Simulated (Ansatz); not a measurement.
B₆As₅H₁₈, a cluster cut from wurtzite BAs (hydrogen-capped). The state is a doublet with charge 0. Geometry PBE-D4/def2-SVP, that of the charge -1 singlet; atoms count from 1.

```xyz
29

B    -1.655   -1.057   -1.644
As   -0.174   -1.891   -0.460
As    1.354    0.614   -2.080
B     1.679   -0.975   -0.805
B    -0.624   -1.931    1.562
As    2.344   -0.227    0.998
As   -1.746    0.917   -1.002
B    -0.110    2.009   -1.687
B    -2.182    1.131    1.010
As   -0.755    0.077    2.077
B     1.130    0.958    2.166
H    -1.323   -1.106   -2.829
H    -2.708   -1.633   -1.386
H     0.068   -3.329   -0.929
H     1.188   -0.014   -3.459
H     2.708    1.288   -2.331
H     2.519   -1.724   -1.281
H    -1.719   -2.471    1.690
H     0.289   -2.473    2.186
H     2.865   -1.439    1.761
H     3.699    0.446    0.747
H    -2.933    1.527   -1.749
H    -0.347    2.586   -2.744
H     0.347    2.730   -0.809
H    -3.264    0.578    1.208
H    -2.146    2.319    1.322
H    -1.234    0.089    3.530
H     1.134    2.062    1.635
H     1.598    0.941    3.301
```

Single mean-field runs in def2-TZVP are fitted with def2-universal-jkfit.

Q: Estimate the Mulliken populations from the PBE0/def2-TZVP orbitals of Ansatz.

A: 
```json
{"atom": "B1", "charge (e)": "-0.34", "spin (α − β)": "0.15"}
{"atom": "As2", "charge (e)": "0.15", "spin (α − β)": "-0.01"}
{"atom": "As3", "charge (e)": "0.12", "spin (α − β)": "0.02"}
{"atom": "B4", "charge (e)": "-0.14", "spin (α − β)": "0.01"}
{"atom": "B5", "charge (e)": "-0.34", "spin (α − β)": "0.15"}
{"atom": "As6", "charge (e)": "0.12", "spin (α − β)": "0.02"}
{"atom": "As7", "charge (e)": "0.26", "spin (α − β)": "0.12"}
{"atom": "B8", "charge (e)": "-0.35", "spin (α − β)": "0.00"}
{"atom": "B9", "charge (e)": "-0.35", "spin (α − β)": "0.10"}
{"atom": "As10", "charge (e)": "0.26", "spin (α − β)": "0.12"}
{"atom": "B11", "charge (e)": "-0.35", "spin (α − β)": "0.00"}
{"atom": "H12", "charge (e)": "0.03", "spin (α − β)": "0.02"}
{"atom": "H13", "charge (e)": "0.03", "spin (α − β)": "0.00"}
{"atom": "H14", "charge (e)": "0.09", "spin (α − β)": "0.07"}
{"atom": "H15", "charge (e)": "0.08", "spin (α − β)": "0.00"}
{"atom": "H16", "charge (e)": "0.07", "spin (α − β)": "0.00"}
{"atom": "H17", "charge (e)": "0.06", "spin (α − β)": "0.02"}
{"atom": "H18", "charge (e)": "0.03", "spin (α − β)": "0.00"}
{"atom": "H19", "charge (e)": "0.03", "spin (α − β)": "0.03"}
{"atom": "H20", "charge (e)": "0.08", "spin (α − β)": "0.00"}
{"atom": "H21", "charge (e)": "0.07", "spin (α − β)": "0.00"}
{"atom": "H22", "charge (e)": "0.07", "spin (α − β)": "0.01"}
{"atom": "H23", "charge (e)": "0.03", "spin (α − β)": "0.00"}
{"atom": "H24", "charge (e)": "0.03", "spin (α − β)": "0.02"}
{"atom": "H25", "charge (e)": "0.03", "spin (α − β)": "0.00"}
{"atom": "H26", "charge (e)": "0.08", "spin (α − β)": "0.12"}
{"atom": "H27", "charge (e)": "0.07", "spin (α − β)": "0.01"}
{"atom": "H28", "charge (e)": "0.03", "spin (α − β)": "0.02"}
{"atom": "H29", "charge (e)": "0.03", "spin (α − β)": "0.00"}
```
Mulliken values depend strongly on the basis.

Q: Where does the spin sit?

A: Summed by element: B 0.41, As 0.28, H 0.32, of 1 unpaired in all. Largest on single atoms: B1 0.15, B5 0.15, As10 0.12.

Q: And the Mayer bond orders between heavy atoms (over 0.3)?

A: B1–As2 0.90 (2.07 Å); B1–As7 0.73 (2.08 Å); As2–B4 0.87 (2.10 Å); As2–B5 0.90 (2.07 Å); As3–B4 0.84 (2.06 Å); As3–B8 0.87 (2.06 Å); B4–As6 0.84 (2.06 Å); B5–As10 0.73 (2.08 Å); As6–B11 0.87 (2.06 Å); As7–B8 0.92 (2.08 Å); As7–B9 0.90 (2.07 Å); B9–As10 0.89 (2.07 Å); As10–B11 0.92 (2.08 Å).
